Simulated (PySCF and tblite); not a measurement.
The numbers below are computed, except where a source is named.
Barrier and rate of a rotation

System: C7H8FNO, numbered as in [O:1]=[CH:2][NH:3][C:4]1=[CH:5][CH2:6][C:7]([F:8])=[CH:9][CH2:10]1.

Motion: rotation about the C4–N3 bond (torsion C5–C4–N3–C2 from -180° to 0°, rising). Geometries: GFN2-xTB; energies: PBE0/pcSseg-1 + D3(BJ); zero-point and thermal terms from GFN2-xTB harmonic modes (soft modes blended into free rotors). Rates follow Eyring's equation with the number of equivalent paths and no tunnelling. Run with tblite and PySCF.

```csv
point,symmetry,E(GFN2) kcal/mol,E(DFT) kcal/mol,ZPE change kcal/mol,lowest mode cm⁻¹,dipole D
start,Cs,0.0,0.0,0.00,39,3.81
saddle,C1,4.9,3.9,-0.69,76i,3.82
end,Cs,0.7,-0.6,-0.08,32,3.72
```

```json
{
  "Electronic barrier": "3.9 kcal/mol",
  "Barrier with zero-point energy": "3.2 kcal/mol",
  "ΔH‡ (298 K)": "2.9 kcal/mol",
  "ΔS‡ (298 K, symmetry apart)": "-2.1 cal/(mol K)",
  "Paths": "2 equivalent paths",
  "End point": "a different minimum",
  "Mean lifetime of the start against this motion at 298 K": "29 ps",
  "Cost": "3.8 min on 1 thread of Arm Neoverse N1 (shared host) (rough), peak memory 0.98 GiB, launched as `OMP_NUM_THREADS=1 python ens_run.py task.json out`"
}
```

| T/K | ΔG‡ kcal/mol | k s⁻¹ | ΔG kcal/mol | k back s⁻¹ |
| --- | --- | --- | --- | --- |
| 150 | 3.3 | 9.6×10⁷ | -0.7 | 9.4×10⁶ |
| 200 | 3.4 | 1.8×10⁹ | -0.7 | 3×10⁸ |
| 250 | 3.4 | 1×10¹⁰ | -0.7 | 2.4×10⁹ |
| 298 | 3.5 | 3.4×10¹⁰ | -0.7 | 9.7×10⁹ |
| 350 | 3.6 | 8.5×10¹⁰ | -0.8 | 2.8×10¹⁰ |
| 400 | 3.7 | 1.7×10¹¹ | -0.8 | 6.2×10¹⁰ |
| 500 | 3.9 | 4.3×10¹¹ | -0.8 | 1.9×10¹¹ |

ΔG and ΔG‡ leave out symmetry numbers and mirror images; rates count paths: 2 out, 2 back.
